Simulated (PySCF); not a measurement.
Spinor energies of Sc⁺ (scandium, charge +1)

Start: [Ar] 3d1 4s1; 3d5/2 filled at m_j = +5/2; 4s1/2 filled at m_j = +1/2. Calculated with PySCF 2.14 in x2c-TZVPall-2c (6s7p4d1f, 54 functions): generalised Hartree-Fock with the X2C-1e Hamiltonian and a Gaussian nucleus; one run each with spin-orbit coupling (SO) switched off, then screened by Boettger's factors. This is a chosen level, not necessarily the ground level.

| spinor shell | electrons | ε, spin-free (eV) | ε, screened SO (eV) | weight of nominal j (screened SO) | rms radius, screened SO (bohr) |
| --- | --- | --- | --- | --- | --- |
| 1s1/2 | 2 | -4546.4 | -4546.3 | 1.000 | 0.0844 |
| 2s1/2 | 2 | -530.98 | -530.98 | 1.000 | 0.370 |
| 2p1/2 | 2 | -433.67 | -436.81 | 0.998 | 0.338 |
| 3s1/2 | 2 | -77.344 | -77.350 | 1.000 | 1.15 |
| 3p3/2 | 4 | -49.729 | -50.008 | 0.872 | 1.27 |
| 3p1/2 | 2 | -49.729 | -49.191 | 0.744 | 1.26 |
| 3d5/2 | 1 | -16.205 | -16.193 | 1.000 | 1.86 |
| 4s1/2 | 1 | -12.302 | -12.303 | 1.000 | 3.69 |

Task: Where does 2p3/2 lie, and what is the 2p spin-orbit splitting (screened SO)?

Result: At -432.13 eV, 4.679 eV above 2p1/2.

| quantity | spin-free | screened SO |
| --- | --- | --- |
| E (hartree) | -763.07447 | -763.07879 |
| M_J | 3 | 3 |
| ⟨J²⟩ | 12.006 | 12.006 |
| ⟨L²⟩ | 6.005 | 6.005 |
| ⟨S²⟩ | 2.001 | 2.001 |

Each row is a mean over spinors that exchange with the open shell spreads, by up to 4.334 eV (3p3/2).

Rows whose weight is well below 1 are mixtures of j = l ± 1/2: exchange outweighs spin-orbit coupling there, and the label is only the starting occupation.

Without spin-orbit coupling the j labels of p, d and f shells carry no meaning; the spin-free column gives the mean over the occupied spinors of each nl shell.
